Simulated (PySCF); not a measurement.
## How the method changes the constants of Tl₂⁺

State: ²Σg⁺ (doublet), unpaired electrons σ ↑. Set-up: Tl cc-pVDZ-PP with ECP60; scalar-relativistic core potentials (PySCF 2.14). De refers to Tl⁺ + Tl in their high-spin ground configurations, without counterpoise correction. The functionals are run spin-unrestricted.

```csv
Level,Re (Å),ωe (cm⁻¹),De (eV)
UHF,3.778,46.4,1.00
UHF-MP2,3.650,50.7,1.17
UHF-SCS-MP2,3.688,49.3,1.12
UHF-CCSD,3.670,50.7,1.15
UHF-CCSD(T),3.658,51.2,1.16
PBE,3.748,44.4,1.45
r²SCAN,3.685,47.3,1.42
M06-L,3.756,45.2,1.43
PBE0,3.677,48.1,1.37
B97-3,3.762,46.5,1.34
LC-ωPBE,3.533,56.3,1.24
B2PLYP,3.698,48.0,1.28
```

The bond length runs from 3.533 Å (LC-ωPBE) to 3.778 Å (UHF). De spans 1.00 eV (UHF, mean field) to 1.45 eV (PBE, GGA). Correlation at CCSD(T) changes the Hartree–Fock bond energy by +0.16 eV; the triples alone change it by +0.01 eV.

Correlated steps freeze 8 core orbitals. Correlated levels converge slowly with the basis: in double zeta they bind strong bonds too weakly, by up to about 1 eV, and carry superposition errors of some tenths. These are scalar-relativistic numbers at best; spin–orbit coupling would shift them, the dissociation energy most. B2PLYP dipoles, levels and charges come from its SCF part alone. The state was picked by a PBE0 search and need not be the measured ground state.
